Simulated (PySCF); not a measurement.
Input file for PySCF: R-M06-2X/6-31G* on CH4 (SMILES C).

```python
from pyscf import gto, scf, dft, mp
from pyscf.data.elements import chemcore

mol = gto.M(
    atom='''
    C    -0.01987932    0.01484188   -0.13400056
    H    -0.04396800    0.02985984   -1.22286511
    H    -1.03698600   -0.05170507    0.25018779
    H     0.55369735   -0.84723041    0.20406149
    H     0.44769498    0.92846061    0.23092090
    ''',
    basis='6-31g*',
    cart=True,
    charge=0, spin=0, verbose=3, max_memory=1800)
mf = dft.RKS(mol, xc='m062x')
mf.conv_tol = 1e-8
mf.max_cycle = 100
mf.kernel()
if not mf.converged:
    mf = mf.newton().run(mf.mo_coeff, mf.mo_occ)
```

It printed:

```
converged SCF energy = -40.4820307975362
```

The run converged.

Cost: roughly 0.8 core-seconds.
